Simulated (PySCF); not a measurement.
**`C=CC[C@@H](C)C=O`, C6H10O**

Geometry:
| atom | x (Å) | y (Å) | z (Å) |
| --- | --- | --- | --- |
| C1 | 2.631 | 0.620 | -0.054 |
| C2 | 1.685 | -0.064 | -0.670 |
| C3 | 0.485 | -0.650 | 0.003 |
| C4 | -0.836 | -0.126 | -0.592 |
| C5 | -2.044 | -0.893 | -0.066 |
| C6 | -0.965 | 1.351 | -0.324 |
| O7 | -1.948 | 1.908 | 0.075 |
| H8 | 2.593 | 0.811 | 1.006 |
| H9 | 3.484 | 1.015 | -0.578 |
| H10 | 1.749 | -0.240 | -1.737 |
| H11 | 0.511 | -0.436 | 1.073 |
| H12 | 0.504 | -1.736 | -0.126 |
| H13 | -0.785 | -0.230 | -1.685 |
| H14 | -2.960 | -0.460 | -0.462 |
| H15 | -1.995 | -1.939 | -0.356 |
| H16 | -2.083 | -0.830 | 1.019 |
| H17 | -0.034 | 1.912 | -0.540 |

Method: GIAO CAM-B3LYP/pcSseg-1 magnetisability, rotational g tensor and spin-rotation constants, non-relativistic, gas phase in PySCF 2.14.0. Geometry: GFN2-xTB.

(1) Give the nuclear spin-rotation constants along the inertial axes (H = +C I·J) beside the isotropic shieldings.

(2) How do the rotational constants and the g tensor change when H8, H9, H10, H11, H12, H13, H14, H15, H16, H17 are replaced by deuterium?

Answers

(1) Rotational constants 4.3281, 1.6539, 1.2926 GHz. A star marks the isotopologue with that one atom substituted, in its own axes.
| atom | isotope | Caa (kHz) | Cbb (kHz) | Ccc (kHz) | mean (kHz) | σ (ppm) |
| --- | --- | --- | --- | --- | --- | --- |
| H8 | 1H | -0.441 | -0.175 | 0.104 | -0.171 | 26.3 |
| H9 | 1H | 0.037 | -0.130 | -0.074 | -0.056 | 26.3 |
| H10 | 1H | -0.414 | -0.178 | 0.116 | -0.159 | 25.5 |
| H11 | 1H | -0.487 | -0.184 | 0.043 | -0.209 | 29.8 |
| H12 | 1H | -0.471 | 0.070 | -0.147 | -0.183 | 29.2 |
| H13 | 1H | -0.521 | -0.170 | 0.037 | -0.218 | 29.9 |
| H14 | 1H | -0.014 | -0.159 | -0.116 | -0.096 | 30.0 |
| H15 | 1H | -0.484 | 0.031 | -0.149 | -0.201 | 31.0 |
| H16 | 1H | -0.497 | -0.183 | 0.022 | -0.219 | 31.1 |
| H17 | 1H | 0.192 | -0.020 | -0.098 | 0.025 | 21.7 |
| C1 | 13C* | 1.286 | 0.343 | 0.543 | 0.724 | 57.7 |
| C2 | 13C* | 1.397 | 0.385 | 0.613 | 0.799 | 35.8 |
| C3 | 13C* | 0.716 | 0.323 | 0.243 | 0.427 | 141.8 |
| C4 | 13C* | 0.977 | 0.292 | 0.217 | 0.495 | 137.2 |
| C5 | 13C* | 0.577 | 0.242 | 0.183 | 0.334 | 169.2 |
| C6 | 13C* | 2.255 | 0.893 | 0.338 | 1.162 | -28.9 |
| O7 | 17O* | -4.386 | -1.247 | -0.124 | -1.919 | -366.8 |

For the geometry as given, no vibrational averaging.

(2) Constants 3.5204, 1.4257, 1.1293 GHz; g -0.0384, -0.0126, -0.0121, against -0.0460, -0.0150, -0.0136 before.
